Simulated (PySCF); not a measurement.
C4H10Zn, SMILES C[CH2][Zn][CH2]C. Atoms are numbered in the order given.

```xyz
15

Zn     0.0000     0.0000     0.2390
C     -1.8882     0.5300     0.2425
C     -2.8130    -0.3317    -0.6162
H     -2.2388     0.5322     1.2907
H     -1.9454     1.5850    -0.0822
H     -2.5185    -0.3260    -1.6787
H     -2.8146    -1.3865    -0.2952
H     -3.8622     0.0109    -0.5781
C      1.8882    -0.5300     0.2425
C      2.8130     0.3317    -0.6162
H      2.2388    -0.5322     1.2907
H      1.9454    -1.5850    -0.0822
H      2.5185     0.3260    -1.6787
H      2.8146     1.3865    -0.2952
H      3.8622    -0.0109    -0.5781
```
Charge 0, spin multiplicity 1.

Geometry optimised at PBE0-D3(BJ)/def2-SVP. The isomer is the one that the SMILES or the coordinates give; other isomers of the formula were not compared. One conformer was computed; it need not be the lowest.

These are PBE0-D3(BJ)/def2-SVP (PySCF 2.14.0) values and carry that method's errors.

Frequencies are harmonic and unscaled.

```tsv
mode	ν (cm⁻¹)	IR (km/mol)	moving atoms (share of kinetic energy)
1	7	0.0	C 49 %, H 42 %, Zn 9 %
2	79	0.7	C 40 %, H 35 %, Zn 26 %
3	86	0.8	C 41 %, H 40 %, Zn 20 %
4	195	1.2	C 50 %, H 44 %
5	216	0.6	H 70 %, C 25 %
6	252	3.0	H 67 %, C 23 %, Zn 10 %
7	266	6.2	H 41 %, C 37 %, Zn 23 %
8	473	0.8	C 74 %, H 26 %
9	566	37.5	C 46 %, Zn 29 %, H 25 %
10	606	23.7	H 74 %, C 22 %
11	619	29.4	H 78 %, C 20 %
12	924	1.3	H 92 %
13	928	1.0	H 92 %, C 8 %
14	961	2.2	H 87 %, C 12 %
15	964	13.2	H 87 %, C 13 %
16	1046	4.3	C 77 %, H 23 %
17	1050	22.8	C 75 %, H 25 %
18	1204	0.1	H 64 %, C 36 %
19	1211	2.8	H 61 %, C 39 %
20	1245	1.4	H 77 %, C 23 %
21	1246	2.3	H 77 %, C 23 %
22	1392	14.5	H 82 %, C 18 %
23	1393	0.0	H 82 %, C 18 %
24	1431	0.5	H 90 %, C 10 %
25	1432	3.0	H 90 %, C 10 %
26	1471	0.9	H 96 %
27	1471	2.6	H 96 %
28	1482	5.3	H 97 %
29	1482	8.4	H 97 %
30	3029	95.0	H 97 %
31	3030	28.1	H 97 %
32	3041	28.1	H 95 %
33	3043	5.5	H 95 %
34	3090	5.0	H 91 %, C 9 %
35	3090	8.1	H 91 %, C 9 %
36	3107	52.6	H 91 %, C 9 %
37	3107	5.8	H 91 %, C 9 %
38	3126	27.5	H 91 %, C 9 %
39	3126	43.0	H 91 %, C 9 %
```
